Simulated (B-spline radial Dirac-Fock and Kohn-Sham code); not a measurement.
Level of theory: one-electron (LDA, Dirac) transition rates at Dirac-Fock energies; a radial atomic solver. Free neutral atoms.

Q: Order these holes by natural width, smallest first.
A. Ru L2 (2p1/2)
B. Tc K (1s)
C. La M5 (3d5/2)
D. Ge L2 (2p1/2)
E. Ba L2 (2p1/2)

A: C (0.757 eV), D (0.866 eV), A (2.03 eV), E (3.28 eV), B (4.80 eV).

Values without a named source are computed, but for edge energies of neutral atoms, which are taken from tables.
